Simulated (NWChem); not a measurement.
System: silylarsine (SiAsH5); SMILES [SiH3][AsH2]

The following NWChem deck was run.

```
start job
memory heap 200 mb stack 900 mb global 1100 mb
geometry units angstroms noautosym nocenter noautoz
  Si    -0.020034     1.574079     0.000000
  As    -0.044107    -0.818250     0.000000
  H     -0.744852     2.053700    -1.207333
  H     -0.744852     2.053700     1.207333
  H      1.347375     2.160029     0.000000
  H      1.020463    -0.900214    -1.101582
  H      1.020463    -0.900214     1.101582
end
basis spherical
  * library 6-31g*
end
dft
  xc b3lyp
  iterations 150
end
property
  shielding 5 1 2 3 5 6
end
task dft property
```

Output (shortened):

```
             Northwest Computational Chemistry Package (NWChem) 7.3.0
             --------------------------------------------------------

                             Geometry "geometry" -> ""
                             -------------------------

 Output coordinates in angstroms (scale by  1.889725989 to convert to a.u.)

  No.       Tag          Charge          X              Y              Z
 ---- ---------------- ---------- -------------- -------------- --------------
    1 Si                  14.0000    -0.02003400     1.57407900     0.00000000
    2 As                  33.0000    -0.04410700    -0.81825000     0.00000000
    3 H                    1.0000    -0.74485200     2.05370000    -1.20733300
    4 H                    1.0000    -0.74485200     2.05370000     1.20733300
    5 H                    1.0000     1.34737500     2.16002900     0.00000000
    6 H                    1.0000     1.02046300    -0.90021400    -1.10158200
    7 H                    1.0000     1.02046300    -0.90021400     1.10158200

 Effective nuclear repulsion energy (a.u.)     163.0341436171

                              NWChem Property Module
                              ----------------------

  itol2e modified to match energy
  convergence criterion.

                                 NWChem DFT Module
                                 -----------------

 Summary of "ao basis" -> "ao basis" (spherical)
 ------------------------------------------------------------------------------
       Tag                 Description            Shells   Functions and Types
 ---------------- ------------------------------  ------  ---------------------
 Si                          6-31g*                  8       18   4s3p1d
 As                          6-31g*                 12       32   5s4p3d
 H                           6-31g*                  2        2   2s

  itol2e modified to match energy
  convergence criterion.

[...]

          -----------------------------------------
          Chemical Shielding Tensors (GIAO, in ppm)
          -----------------------------------------

                                NWChem CPHF Module
                                ------------------

  scftype          =     RHF
  nclosed          =       26
  nopen            =        0
  variables        =      884
  # of vectors     =        3
  tolerance        = 0.10D-03
  level shift      = 0.00D+00
  max iterations   =       50
  max subspace     =       30

 SCF residual:    1.4145569274491310E-005

Iterative solution of linear equations
  No. of variables      884
  No. of equations        3
  Maximum subspace       30
        Iterations       50
       Convergence  1.0D-04

   iter   nsub   residual    time
   ----  ------  --------  ---------
     1      3    3.50D-01      17.8
     2      6    1.10D-02      20.3
     3      9    5.40D-04      22.9
     4     12    1.80D-05      25.4

      Atom:    1  Si
        Diamagnetic
    878.7428     -0.0406     -0.0000
     -0.0406    888.1304      0.0000
     -0.0000      0.0000    878.9331

        Paramagnetic
   -424.0624     -2.0249     -0.0000
     -2.0249   -400.0545      0.0000
     -0.0000      0.0000   -441.0267

        Total Shielding Tensor
    454.6804     -2.0655     -0.0000
     -2.0655    488.0758      0.0000
     -0.0000      0.0000    437.9065

           isotropic =     460.2209
          anisotropy =      41.9733

          Principal Components and Axis System
                 1           2           3
              488.2031    454.5532    437.9065

      1        -0.0615      0.9981      0.0000
      2         0.9981      0.0615     -0.0000
      3         0.0000     -0.0000      1.0000

      Atom:    2  As
        Diamagnetic
   2872.7564     -0.6803      0.0000
     -0.6803   2879.7135      0.0000
      0.0000      0.0000   2874.5943

        Paramagnetic
   -945.8364     -8.9923      0.0000
     -8.9923   -928.2477     -0.0000
      0.0000     -0.0000   -699.2739

        Total Shielding Tensor
   1926.9199     -9.6726      0.0000
     -9.6726   1951.4658     -0.0000
      0.0000     -0.0000   2175.3204

           isotropic =    2017.9021
          anisotropy =     236.1275

          Principal Components and Axis System
                 1           2           3
             2175.3204   1954.8193   1923.5665

      1         0.0000     -0.3276      0.9448
      2        -0.0000      0.9448      0.3276
      3         1.0000      0.0000     -0.0000

      Atom:    3  H
        Diamagnetic
     26.9318     -2.8731      5.2924
     -2.8731     28.9611     -4.7449
      5.2924     -4.7449     32.7139

        Paramagnetic
     -0.3145      0.9982     -2.6345
      0.9982     -0.1119      1.5397
     -2.6345      1.5397     -3.5746

        Total Shielding Tensor
     26.6174     -1.8749      2.6579
     -1.8749     28.8492     -3.2052
      2.6579     -3.2052     29.1393

           isotropic =      28.2020
          anisotropy =       8.2097

          Principal Components and Axis System
                 1           2           3
               33.6751     26.0047     24.9261

      1         0.4160      0.4050      0.8142
      2        -0.6097      0.7885     -0.0806
      3         0.6746      0.4629     -0.5750

      Atom:    4  H
        Diamagnetic
     34.8669      6.2612     -0.0000
      6.2612     29.5874     -0.0000
     -0.0000     -0.0000     23.4897

        Paramagnetic
     -4.7447     -2.3448      0.0000
     -2.3448     -0.1231      0.0000
      0.0000      0.0000      0.7512

[...]
```

Level: B3LYP/6-31G* (spherical d), GIAO. Structure relaxed at the B3LYP/6-31G* (spherical d) level. B3LYP is NWChem's, with the RPA form of VWN correlation. The output numbers the shielded atoms by their place in the input's list. The printed shielding anisotropy is the first printed principal value minus the mean of the other two.
